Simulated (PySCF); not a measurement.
BClH4O2Si, SMILES Cl[SiH2]B(O)O.

Geometry: B3LYP-D3(BJ)/def2-SVP. One conformer was computed; it need not be the lowest.

Computed with PBE/def2-TZVP run with PySCF.

total energy: -927.10457 hartree
point group: Cs
highest occupied level: -6.87 eV
lowest empty level: -1.51 eV
orbital gap: 5.36 eV
dipole moment: 2.02 D
quadrupole, principal values (traceless, Buckingham form, about the centre of nuclear charge): -12.35, 0.74, 11.61 D·Å
mean static polarisability: 62.1 bohr³ (9.21 Å³)
polarisability, principal values: 47.9, 65.2, 73.3 bohr³
